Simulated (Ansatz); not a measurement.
`C[Si](C)(Cl)CCCCc1ccc(/N=N/c2ccccc2)cc1`. Charge 0, multiplicity 1. Geometry PBE-D4/def2-SVP; atoms count from 1.

Cartesian coordinates in Å:
```
C -1.358 -4.238 -3.738
Si -1.961 -2.956 -2.500
C -3.617 -3.439 -1.747
Cl -0.554 -2.882 -0.923
C -1.996 -1.226 -3.261
C -2.513 -0.120 -2.327
C -2.308 1.308 -2.857
C -0.833 1.760 -2.953
C -0.136 1.788 -1.614
C 0.586 0.665 -1.143
C 1.169 0.656 0.124
C 1.052 1.791 0.960
N 1.601 1.892 2.256
N 2.251 0.876 2.645
C 2.795 0.977 3.945
C 3.522 -0.146 4.396
C 4.101 -0.144 5.671
C 3.957 0.978 6.504
C 3.230 2.101 6.058
C 2.650 2.106 4.787
C 0.340 2.920 0.499
C -0.246 2.914 -0.770
H -0.364 -3.961 -4.145
H -2.068 -4.322 -4.587
H -1.269 -5.236 -3.263
H -4.404 -3.470 -2.529
H -3.928 -2.712 -0.971
H -3.559 -4.440 -1.274
H -0.956 -1.015 -3.594
H -2.604 -1.267 -4.194
H -2.024 -0.211 -1.333
H -3.597 -0.277 -2.143
H -2.849 2.018 -2.195
H -2.775 1.403 -3.862
H -0.806 2.773 -3.407
H -0.280 1.093 -3.647
H 0.677 -0.227 -1.780
H 1.720 -0.217 0.500
H 3.613 -1.006 3.714
H 4.668 -1.022 6.018
H 4.410 0.983 7.507
H 3.120 2.978 6.715
H 2.077 2.965 4.409
H 0.267 3.790 1.168
H -0.801 3.799 -1.120
```

Single mean-field runs in def2-TZVP are fitted with def2-universal-jkfit.

(1) Estimate the Mulliken populations of the heavy atoms from the PBE0/def2-TZVP orbitals of Ansatz.

(2) And the Mayer bond orders between heavy atoms (over 0.3)?

Results:

(1) 
| atom | charge (e) |
| --- | --- |
| C1 | -0.47 |
| Si2 | 0.45 |
| C3 | -0.49 |
| Cl4 | -0.29 |
| C5 | -0.35 |
| C6 | -0.25 |
| C7 | -0.14 |
| C8 | -0.29 |
| C9 | 0.23 |
| C10 | -0.20 |
| C11 | -0.18 |
| C12 | 0.13 |
| N13 | -0.05 |
| N14 | -0.05 |
| C15 | 0.13 |
| C16 | -0.21 |
| C17 | -0.10 |
| C18 | -0.11 |
| C19 | -0.10 |
| C20 | -0.19 |
| C21 | -0.20 |
| C22 | -0.20 |
Mulliken values depend strongly on the basis.

(2) C1–Si2 1.01 (1.88 Å); Si2–C3 1.01 (1.88 Å); Si2–Cl4 1.09 (2.12 Å); Si2–C5 0.98 (1.89 Å); C5–C6 0.99 (1.54 Å); C6–C7 1.00 (1.54 Å); C7–C8 0.99 (1.55 Å); C8–C9 0.89 (1.51 Å); C9–C10 1.32 (1.42 Å); C9–C22 1.36 (1.41 Å); C10–C11 1.43 (1.39 Å); C11–C12 1.35 (1.41 Å); C12–N13 1.18 (1.41 Å); C12–C21 1.39 (1.41 Å); N13–N14 1.50 (1.27 Å); N14–C15 1.18 (1.41 Å); C15–C16 1.42 (1.41 Å); C15–C20 1.36 (1.42 Å); C16–C17 1.42 (1.40 Å); C17–C18 1.42 (1.41 Å); C18–C19 1.39 (1.41 Å); C19–C20 1.43 (1.40 Å); C21–C22 1.43 (1.40 Å).
